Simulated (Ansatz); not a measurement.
Ansatz (a first-principles code) input (PBE/6-31G*):

Ansatz 0.2 input:
```yaml
crystal:
  periodic: [false, false, false]
  atoms:
    - {symbol: C, position_ang: [-0.89760600, 0.78145500, 1.74876200]}
    - {symbol: Si, position_ang: [-0.21881000, 0.30457500, 0.06396200]}
    - {symbol: C, position_ang: [-0.73372800, 1.55934600, -1.23537800]}
    - {symbol: P, position_ang: [-0.92833600, -1.80209400, -0.39955700]}
    - {symbol: P, position_ang: [2.04947600, 0.33331700, 0.18998500]}
    - {symbol: H, position_ang: [-1.98982100, 0.79912500, 1.73400400]}
    - {symbol: H, position_ang: [-0.58340200, 0.07294400, 2.51687400]}
    - {symbol: H, position_ang: [-0.54742900, 1.77465500, 2.03784900]}
    - {symbol: H, position_ang: [-0.33617600, 1.29589000, -2.21678000]}
    - {symbol: H, position_ang: [-0.37058900, 2.55677700, -0.97665800]}
    - {symbol: H, position_ang: [-1.82213800, 1.60162700, -1.31425700]}
    - {symbol: H, position_ang: [-0.45531300, -1.77806400, -1.73719700]}
    - {symbol: H, position_ang: [-2.24769300, -1.41456100, -0.76184600]}
    - {symbol: H, position_ang: [2.24391200, -0.31893200, -1.05560800]}
    - {symbol: H, position_ang: [2.14289900, -0.86667000, 0.94141900]}
basis:
  gaussian:
    orbitals: 6-31G*
hamiltonian:
  xc: {name: PBE}
relax: {f_tol: 0.003, max_steps: 120}
```

From the output:

```
mean field: 0.33 GiB planned
mean field -28675.51751652 eV, -1053.8058317683 hartree, gradient 2.4e-5 eV, S^2 0.000000; 0 other end points of the search recorded, 0 dependent functions left out
the calculation of the forces begins
reference -28675.51755222 eV, -1053.8058330803 hartree; 33, 33 occupied and 74, 74 virtual orbitals, 1408 factors
relax step   2: F+E_penalty+E_count = -28675.51751652 eV  Δ(F+E_penalty+E_count) = -3.550e-2 eV  max|allowed force component| = 1.810e-1 eV/Å  Δτ_max = 0.0414 Å  (28 SCF iters, accepted)
these checks for a lower state are left out or cut short: starts, cluster_reference, orbital_swaps, neighbouring_geometries, increment
integrals: 0.07 GiB planned
1408 factors; their error is unknown
mean field: 0.33 GiB planned
mean field evaluation 32: about -28675.5215 eV, gradient 2.5e-5 eV
mean field -28675.52148869 eV, -1053.8059777427 hartree, gradient 2.5e-5 eV, S^2 0.000000; 0 other end points of the search recorded, 0 dependent functions left out
the calculation of the forces begins
reference -28675.52152440 eV, -1053.8059790550 hartree; 33, 33 occupied and 74, 74 virtual orbitals, 1408 factors
relax step   3: F+E_penalty+E_count = -28675.52148869 eV  Δ(F+E_penalty+E_count) = -3.972e-3 eV  max|allowed force component| = 9.712e-2 eV/Å  Δτ_max = 0.0277 Å  (28 SCF iters, accepted)
these checks for a lower state are left out or cut short: starts, cluster_reference, orbital_swaps, neighbouring_geometries, increment
integrals: 0.07 GiB planned
1408 factors; their error is unknown
mean field: 0.33 GiB planned
mean field -28675.52281311 eV, -1053.8060264143 hartree, gradient 2.5e-5 eV, S^2 0.000000; 0 other end points of the search recorded, 0 dependent functions left out
the calculation of the forces begins
reference -28675.52284884 eV, -1053.8060277274 hartree; 33, 33 occupied and 74, 74 virtual orbitals, 1408 factors
relax step   4: F+E_penalty+E_count = -28675.52281311 eV  Δ(F+E_penalty+E_count) = -1.324e-3 eV  max|allowed force component| = 1.218e-2 eV/Å  Δτ_max = 0.0123 Å  (28 SCF iters, accepted)
these checks for a lower state are left out or cut short: starts, cluster_reference, orbital_swaps, neighbouring_geometries, increment
integrals: 0.07 GiB planned
1408 factors; their error is unknown
mean field: 0.33 GiB planned
mean field -28675.52288959 eV, -1053.8060292249 hartree, gradient 2.6e-5 eV, S^2 0.000000; 0 other end points of the search recorded, 0 dependent functions left out
the calculation of the forces begins
reference -28675.52292532 eV, -1053.8060305379 hartree; 33, 33 occupied and 74, 74 virtual orbitals, 1408 factors
relax step   5: F+E_penalty+E_count = -28675.52288959 eV  Δ(F+E_penalty+E_count) = -7.648e-5 eV  max|allowed force component| = 4.143e-3 eV/Å  Δτ_max = 0.0126 Å  (21 SCF iters, accepted)
these checks for a lower state are left out or cut short: starts, cluster_reference, orbital_swaps, neighbouring_geometries, increment
integrals: 0.07 GiB planned
1408 factors; their error is unknown
mean field: 0.33 GiB planned
mean field -28675.52290574 eV, -1053.8060298183 hartree, gradient 7.0e-6 eV, S^2 0.000000; 0 other end points of the search recorded, 0 dependent functions left out
the calculation of the forces begins
reference -28675.52294147 eV, -1053.8060311314 hartree; 33, 33 occupied and 74, 74 virtual orbitals, 1408 factors
relax step   6: F+E_penalty+E_count = -28675.52290574 eV  Δ(F+E_penalty+E_count) = -1.615e-5 eV  max|allowed force component| = 1.362e-3 eV/Å  Δτ_max = 0.0055 Å  (22 SCF iters, accepted)
these checks for a lower state are left out or cut short: starts, cluster_reference, orbital_swaps, neighbouring_geometries, increment
integrals: 0.07 GiB planned
1408 factors; their error is unknown
mean field: 0.33 GiB planned
mean field -28675.52290783 eV, -1053.8060298953 hartree, gradient 1.7e-5 eV, S^2 0.000000; 0 other end points of the search recorded, 0 dependent functions left out
the calculation of the forces begins
reference -28675.52294356 eV, -1053.8060312084 hartree; 33, 33 occupied and 74, 74 virtual orbitals, 1408 factors
relax step   7: F+E_penalty+E_count = -28675.52290783 eV  Δ(F+E_penalty+E_count) = -2.096e-6 eV  max|allowed force component| = 2.037e-3 eV/Å  Δτ_max = 0.0035 Å  (21 SCF iters, accepted)
integrals: 0.07 GiB planned
1408 factors; their error is unknown
mean field: 0.33 GiB planned
mean field evaluation 64: about -28675.6044 eV, gradient 1.4e0 eV
mean field -28675.52290783 eV, -1053.8060298953 hartree, gradient 1.7e-5 eV, S^2 0.000000; 1 other end points of the search recorded, 0 dependent functions left out
the calculation of the forces begins
reference -28675.52294356 eV, -1053.8060312084 hartree; 33, 33 occupied and 74, 74 virtual orbitals, 1408 factors
Total energy: -28675.52294356 eV, -1053.8060312084 hartree
Atom 0 at    -0.901595     0.779591     1.760741 Å, force     0.001657    -0.000726    -0.001142 eV/Å
Atom 1 at    -0.213100     0.295147     0.059810 Å, force    -0.001038     0.002037     0.001481 eV/Å
Atom 2 at    -0.736826     1.567199    -1.249658 Å, force     0.000471    -0.001544     0.001554 eV/Å
Atom 3 at    -0.938915    -1.829185    -0.401407 Å, force     0.001881     0.000462    -0.000081 eV/Å
Atom 4 at     2.071410     0.351530     0.201547 Å, force    -0.000701    -0.000150    -0.000458 eV/Å
Atom 5 at    -2.004920     0.813385     1.741417 Å, force    -0.001036     0.000312     0.000737 eV/Å
Atom 6 at    -0.597538     0.059695     2.538883 Å, force    -0.000508    -0.000030    -0.000115 eV/Å
Atom 7 at    -0.536248     1.778610     2.055196 Å, force    -0.000366     0.000400     0.000300 eV/Å
Atom 8 at    -0.342818     1.307566    -2.246473 Å, force    -0.000021     0.000290    -0.000536 eV/Å
Atom 9 at    -0.366500     2.573210    -0.984734 Å, force     0.000121    -0.000519     0.000082 eV/Å
Atom 10 at    -1.837307     1.615175    -1.321413 Å, force    -0.000923     0.000808    -0.001058 eV/Å
Atom 11 at    -0.492199    -1.801771    -1.767984 Å, force    -0.000606    -0.000869    -0.000743 eV/Å
Atom 12 at    -2.276630    -1.430090    -0.757562 Å, force    -0.000280     0.000385    -0.000068 eV/Å
Atom 13 at     2.295958    -0.316100    -1.052054 Å, force     0.000705    -0.000572    -0.000137 eV/Å
Atom 14 at     2.182475    -0.864572     0.959263 Å, force     0.000643    -0.000282     0.000184 eV/Å
Dipole moment:    -0.257405     0.192886    -0.115276 e Å
```

The geometry given is a B3LYP-D3(BJ)/def2-TZVP minimum.
